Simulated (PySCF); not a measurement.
Species: C₄H₈Si₂.
Atom-mapped SMILES: `[CH2:1]=[CH:2][SiH2:3][C:4]#[C:5][SiH3:6]` (hydrogens: H7, H8 on C1; H9 on C2; H10, H11 on Si3; H12, H13, H14 on Si6)

Geometry (PBE0-D3(BJ)/def2-SVP, Å), atoms numbered from 1 in this order:
```
atom  x, y, z in Å
C1    -3.1744    1.0910    0.6824
C2    -2.1679    0.8758   -0.1718
Si3   -1.2624   -0.7521   -0.2882
C4     0.5440   -0.4960   -0.0436
C5     1.7447   -0.3169    0.1197
Si6    3.5425   -0.0506    0.3668
H7    -3.6996    2.0515    0.7315
H8    -3.5212    0.3165    1.3761
H9    -1.8605    1.6925   -0.8379
H10   -1.7744   -1.6772    0.7655
H11   -1.4445   -1.3805   -1.6315
H12    3.9656    1.1830   -0.3579
H13    3.8285    0.1059    1.8224
H14    4.2983   -1.2218   -0.1646
```

Computed with PySCF at wB97X-D/def2-SVPD, non-relativistic, on one gas-phase PBE0-D3(BJ)/def2-SVP geometry that isn't relaxed in the solvent. The solvent is an IEF-PCM continuum (cavity from Bondi-type radii × 1.2), and excitations are vertical TDDFT with non-equilibrium linear response and a frozen core. Only the electrostatic response of the medium enters.

| run | E − E(gas) (kcal/mol) | HOMO (eV) | HOMO–LUMO gap (eV) | dipole (D) | lowest singlet (eV) | static polarisability (au) |
| --- | --- | --- | --- | --- | --- | --- |
| gas | 0.00 | -9.85 | 10.74 | 0.88 | 5.49 | 105.7 |
| P | -1.73 | -9.87 | 10.75 | 1.06 | 5.55 | 133.0 |
| Q | -1.49 | -9.87 | 10.75 | 1.04 | 5.54 | 129.0 |

Task: The runs were made in chloroform and tetrahydrofuran. Which run belongs to which solvent?

Result: P = tetrahydrofuran, Q = chloroform. The dielectric constants are 4.711 (chloroform), 7.426 (tetrahydrofuran), and the energy falls further as ε rises. The optical constants n² used for the excitations are 2.09, 1.97 in the same order. In this model the ground state sees the solvent through ε alone.

Task: How constant is the ratio of the lowering to (ε − 1)/(2ε + 1)?

Result: 
```json
{"solvent": "chloroform", "(ε − 1)/(2ε + 1)": "0.356", "E − E(gas) (kcal/mol)": "-1.49", "ratio (kcal/mol)": "-4.2", "polarisation term (kcal/mol)": "-1.63"}
{"solvent": "tetrahydrofuran", "(ε − 1)/(2ε + 1)": "0.405", "E − E(gas) (kcal/mol)": "-1.73", "ratio (kcal/mol)": "-4.3", "polarisation term (kcal/mol)": "-1.91"}
```

The ratio changes by +1.8 % in size from chloroform to tetrahydrofuran. The polarisation term is half the interaction of the solute with the induced surface charges.

Note: wB97X-D ran without an empirical dispersion term, which enters the total energy and its gradient alone.
